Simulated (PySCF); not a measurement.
H4Cl4In2N2, singlet, PBE0/def2-SVP optimised geometry.

```
12

In    -0.79    -1.43     0.00
In     0.79     1.43     0.00
N      0.00     0.00     1.48
H      0.72    -0.40     2.08
H     -0.71     0.39     2.09
Cl    -3.13    -1.43     0.00
Cl     0.47    -3.41     0.00
N      0.00     0.00    -1.47
H     -0.73     0.40    -2.08
H      0.71    -0.39    -2.09
Cl    -0.46     3.41     0.00
Cl     3.13     1.43     0.00
```

Density from PBE0/def2-TZVP, def2 effective core potentials past Kr run with PySCF at that geometry. The core electrons that the potentials of In replace are not part of the density.

Minimum of the electron density along straight lines between bonded atoms, close to the bond critical point (lines longer than 1.1 times the sum of covalent radii, or with two minima, are not listed):

```
bond      length / Å  ρ at the minimum / e bohr⁻³  ∇²ρ there / e bohr⁻⁵  position (fraction from the first atom)
--------  ----------  ---------------------------  --------------------  ---------------------------------------
In1–N3         2.199                        0.080                  0.25                                     0.51
In2–N3         2.199                        0.080                  0.25                                     0.51
N3–H4          1.022                        0.327                 -1.58                                     0.74
N3–H5          1.022                        0.327                 -1.59                                     0.74
In1–Cl6        2.343                        0.084                  0.21                                     0.48
In1–Cl7        2.344                        0.084                  0.21                                     0.48
In1–N8         2.199                        0.080                  0.25                                     0.51
In2–N8         2.199                        0.080                  0.25                                     0.51
N8–H9          1.022                        0.327                 -1.58                                     0.74
N8–H10         1.022                        0.327                 -1.59                                     0.74
In2–Cl11       2.344                        0.084                  0.21                                     0.48
In2–Cl12       2.343                        0.084                  0.21                                     0.48
```
